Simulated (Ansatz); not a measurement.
Relaxation of C₂H₆BFOS (12 atoms, charge 0, multiplicity 1), to a largest force component of 0.015 eV/Å in at most 40 steps.

All numbers below come from RKS CAM-B3LYP-D4/cc-pVDZ in Ansatz 0.2.0.

```xyz
12
Properties=species:S:1:pos:R:3
B -0.956 -1.812 -0.949
C -0.553 -0.440 -0.221
O 0.834 -0.295 -0.324
F -0.966 -0.415 1.080
S -1.455 0.899 -1.098
C -0.877 2.281 -0.011
H -0.191 -2.470 -1.488
H -2.110 -2.044 -0.993
H 1.171 0.315 0.423
H -1.101 2.076 1.033
H 0.242 2.424 -0.135
H -1.384 3.229 -0.338
```

Where does it end, and by what steps?

The run converged. The force dipped under the threshold on the way, but the program's further checks kept it going. After 29 steps the energy has fallen by 1.005 eV; H7 moved furthest, 2.13 Å. Joined: B1–S5.

```
step  energy less start (eV)  largest force component (eV/Å)  accepted
   0                  0.0000                           2.263       yes
   2                 -0.2799                           0.441       yes
   4                 -0.3177                           0.149       yes
   6                 -0.3793                           0.404       yes
   8                 -0.4931                           0.318       yes
  10                 -0.6199                           0.509       yes
  12                 -0.8043                           0.406       yes
  14                 -0.9219                           0.522       yes
  16                 -0.9471                           0.184       yes
  18                 -0.9499                           0.100       yes
  20                 -0.9584                           0.109       yes
  22                 -0.9817                           0.162       yes
  24                 -0.9985                           0.193       yes
  26                 -1.0028                           0.111       yes
  28                 -1.0047                           0.013       yes
  29                 -1.0048                           0.012       yes
```

```xyz
12
Properties=species:S:1:pos:R:3
B -1.138 -0.846 -1.042
C -0.346 -0.849 0.280
O 0.857 -0.333 0.465
F -0.736 -1.547 1.349
S -1.874 0.692 0.026
C -0.809 2.058 -0.517
H -0.562 -0.440 -2.017
H -1.990 -1.691 -1.132
H 1.041 -0.299 1.422
H -1.070 2.948 0.070
H 0.244 1.799 -0.339
H -0.964 2.253 -1.586
```

Whether the end is a true minimum wasn't checked by a vibrational analysis.

Run time: 120 s on 2 threads of Arm Neoverse V2 (shared host), peak memory 0.35 GiB.
